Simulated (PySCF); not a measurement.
ethylmethylamine (C$_{3}$H$_{9}$N), singlet, at a GFN2-xTB geometry; PBE0/6-31G, TDA run with PySCF.

Input for PySCF:
```python
from pyscf import gto, scf, dft, tdscf

mol = gto.M(
    atom='''
C    -1.873852   -0.084499    0.257477
C    -0.476944   -0.525002   -0.155554
N     0.482265    0.534729    0.093685
C     1.838225    0.165589   -0.249597
H    -2.132855    0.840785   -0.249683
H    -2.602713   -0.847502   -0.003048
H    -1.919139    0.086098    1.331324
H    -0.211718   -1.461788    0.370072
H    -0.457995   -0.733703   -1.230184
H     0.438470    0.802092    1.073568
H     2.503164    0.994260   -0.012894
H     1.886784   -0.023885   -1.322570
H     2.195580   -0.735988    0.273658
''',
    basis='6-31g',
    charge=0,
    spin=0,
    verbose=4,
)

mf = dft.RKS(mol)
mf.xc = 'pbe0'
mf.kernel()
td = mf.TDA()
td.nstates = 5
td.kernel()
td.analyze()
```

**Question.** Predict the main parts of the log of this PySCF run.

**Answer.** 
```
PySCF version 2.14.0

[INPUT] verbose = 4
[INPUT] num. atoms = 13
[INPUT] num. electrons = 34
[INPUT] charge = 0
[INPUT] spin (= nelec alpha-beta = 2S) = 0
[INPUT] symmetry False subgroup None
[INPUT] Mole.unit = angstrom
[INPUT] Symbol           X                Y                Z      unit          X                Y                Z       unit  Magmom
[INPUT]  1 C     -1.873852000000  -0.084499000000   0.257477000000 AA   -3.541067077968  -0.159679967800   0.486561013375 Bohr   0.0
[INPUT]  2 C     -0.476944000000  -0.525002000000  -0.155554000000 AA   -0.901293536755  -0.992109994849  -0.293954457581 Bohr   0.0
[INPUT]  3 N      0.482265000000   0.534729000000   0.093685000000 AA    0.911348769463   1.010491360863   0.177038991980 Bohr   0.0
[INPUT]  4 C      1.838225000000   0.165589000000  -0.249597000000 AA    3.473741805329   0.312917859241  -0.471669971513 Bohr   0.0
[INPUT]  5 H     -2.132855000000   0.840785000000  -0.249683000000 AA   -4.030511813409   1.588853379642  -0.471832487960 Bohr   0.0
[INPUT]  6 H     -2.602713000000  -0.847502000000  -0.003048000000 AA   -4.918414750845  -1.601546670021  -0.005759885228 Bohr   0.0
[INPUT]  7 H     -1.919139000000   0.086098000000   1.331324000000 AA   -3.626647104972   0.162701639873   2.515837743060 Bohr   0.0
[INPUT]  8 H     -0.211718000000  -1.461788000000   0.370072000000 AA   -0.400089035641  -2.762378972176   0.699334726370 Bohr   0.0
[INPUT]  9 H     -0.457995000000  -0.733703000000  -1.230184000000 AA   -0.865485116420  -1.386497726772  -2.324710842822 Bohr   0.0
[INPUT] 10 H      0.438470000000   0.802092000000   1.073568000000 AA    0.828588213838   1.515734206705   2.028749496097 Bohr   0.0
[INPUT] 11 H      2.503164000000   0.994260000000  -0.012894000000 AA    4.730294404871   1.878879096610  -0.024366128650 Bohr   0.0
[INPUT] 12 H      1.886784000000  -0.023885000000  -1.322570000000 AA    3.565505016211  -0.045136108485  -2.499295080566 Bohr   0.0
[INPUT] 13 H      2.195580000000  -0.735988000000   0.273658000000 AA    4.149044884573  -1.390815750966   0.517138671796 Bohr   0.0

nuclear repulsion = 133.656156343938
number of shells = 38
number of NR pGTOs = 124
number of NR cGTOs = 54
basis = 6-31g
ecp = {}

******** <class 'pyscf.dft.rks.RKS'> ********
method = RKS
initial guess = minao
damping factor = 0
level_shift factor = 0
DIIS = <class 'pyscf.scf.diis.CDIIS'>
diis_start_cycle = 1
diis_space = 8
diis_damp = 0
SCF conv_tol = 1e-09
SCF conv_tol_grad = None
SCF max_cycles = 50
direct_scf = True
direct_scf_tol = 1e-13
XC library pyscf.dft.libxc version 7.1.2
    S. Lehtola, C. Steigemann, M. J. T. Oliveira, and M. A. L. Marques,  SoftwareX 7, 1–5 (2018)
XC functionals = pbe0
    C. Adamo and V. Barone,  J. Chem. Phys. 110, 6158 (1999)
    M. Ernzerhof and G. E. Scuseria,  J. Chem. Phys. 110, 5029 (1999)
radial grids:
    Treutler-Ahlrichs [JCP 102, 346 (1995); DOI:10.1063/1.469408] (M4) radial grids

becke partition: Becke, JCP 88, 2547 (1988); DOI:10.1063/1.454033
pruning grids: <function nwchem_prune>
grids dens level: 3
symmetrized grids: False
atomic radii adjust function: <function treutler_atomic_radii_adjust>
small_rho_cutoff = 0
Set gradient conv threshold to 3.16228e-05
Initial guess from minao.
tot grids = 144528
init E= -174.415085307529
  HOMO = -0.270202620055062  LUMO = 0.0443020594010888  gap/eV = 8.55811
cycle= 1 E= -174.175856064138  delta_E= 0.239  |g|= 0.343  |ddm|= 2.95
  HOMO = -0.149736627834299  LUMO = 0.119792840023926  gap/eV = 7.33427
cycle= 2 E= -174.171317880609  delta_E= 0.00454  |g|= 0.384  |ddm|= 0.874
  HOMO = -0.218699638934103  LUMO = 0.0981604835511349  gap/eV = 8.62220
cycle= 3 E= -174.208538938545  delta_E= -0.0372  |g|= 0.0358  |ddm|= 0.444
  HOMO = -0.213457879921438  LUMO = 0.099261038899104  gap/eV = 8.50952
cycle= 4 E= -174.208757159594  delta_E= -0.000218  |g|= 0.017  |ddm|= 0.0443
  HOMO = -0.215449768116041  LUMO = 0.0995328539887577  gap/eV = 8.57111
cycle= 5 E= -174.208823888704  delta_E= -6.67e-05  |g|= 0.0011  |ddm|= 0.0154
  HOMO = -0.215488425201774  LUMO = 0.0993978000855973  gap/eV = 8.56849
cycle= 6 E= -174.20882422523  delta_E= -3.37e-07  |g|= 0.000479  |ddm|= 0.00259
  HOMO = -0.215485436669457  LUMO = 0.0994087918524746  gap/eV = 8.56871
cycle= 7 E= -174.208824285263  delta_E= -6e-08  |g|= 0.000131  |ddm|= 0.000627
  HOMO = -0.215475582170087  LUMO = 0.0994161111289522  gap/eV = 8.56864
cycle= 8 E= -174.20882429009  delta_E= -4.83e-09  |g|= 1.23e-05  |ddm|= 0.000172
  HOMO = -0.215474447119195  LUMO = 0.0994167496940048  gap/eV = 8.56863
cycle= 9 E= -174.208824290158  delta_E= -6.81e-11  |g|= 1.34e-06  |ddm|= 4.09e-05
  HOMO = -0.215474663371928  LUMO = 0.0994167052926245  gap/eV = 8.56863
Extra cycle  E= -174.20882429016  delta_E= -2.1e-12  |g|= 7.74e-07  |ddm|= 5.25e-06
converged SCF energy = -174.20882429016

******** <class 'pyscf.tdscf.rks.TDA'> for <class 'pyscf.dft.rks.RKS'> ********
nstates = 5 singlet
deg_eia_thresh = 1.000e-03
wfnsym = None
conv_tol = 1e-05
eigh lindep = 1e-12
eigh level_shift = 0
eigh max_cycle = 100

Excitation energies (eV)
[6.98590083 8.1621693  8.30125664 9.21454504 9.33630663]

** Singlet excitation energies and oscillator strengths **
Excited State   1:      6.98590 eV    177.48 nm  f=0.0127
      17 -> 18        0.69647
Excited State   2:      8.16217 eV    151.90 nm  f=0.0430
      17 -> 19        0.20894
      17 -> 20        0.66838
Excited State   3:      8.30126 eV    149.36 nm  f=0.0214
      17 -> 19        0.67109
      17 -> 20       -0.20260
Excited State   4:      9.21455 eV    134.55 nm  f=0.0735
      17 -> 21       -0.54851
      17 -> 22        0.40797
      17 -> 23       -0.14113
Excited State   5:      9.33631 eV    132.80 nm  f=0.0681
      17 -> 21        0.40347
      17 -> 22        0.41804
      17 -> 23       -0.39296

** Transition electric dipole moments (AU) **
state          X           Y           Z        Dip. S.      Osc.
  1        -0.0000      0.2720     -0.0032      0.0740      0.0127
  2         0.0189     -0.0754      0.4573      0.2152      0.0430
  3         0.3194     -0.0387      0.0399      0.1051      0.0214
  4        -0.2250      0.5176     -0.0841      0.3256      0.0735
  5         0.3934     -0.3593      0.1186      0.2979      0.0681

** Transition velocity dipole moments (imaginary part, AU) **
state          X           Y           Z        Dip. S.      Osc.
  1         0.0114      0.0176      0.0350      0.0017      0.0043
  2         0.0142     -0.0307      0.0981      0.0108      0.0239
  3         0.0839      0.0024      0.0043      0.0071      0.0154
  4        -0.0687      0.1475     -0.0467      0.0287      0.0564
  5         0.0937     -0.0543      0.0148      0.0119      0.0232

** Transition magnetic dipole moments (imaginary part, AU) **
state          X           Y           Z
  1        -0.6349     -0.1331     -0.0396
  2         0.2059      0.2210      0.0336
  3        -0.1547      0.1517      0.3488
  4        -0.0862     -0.0733     -0.3235
  5         0.2892      0.1663      0.0145
```
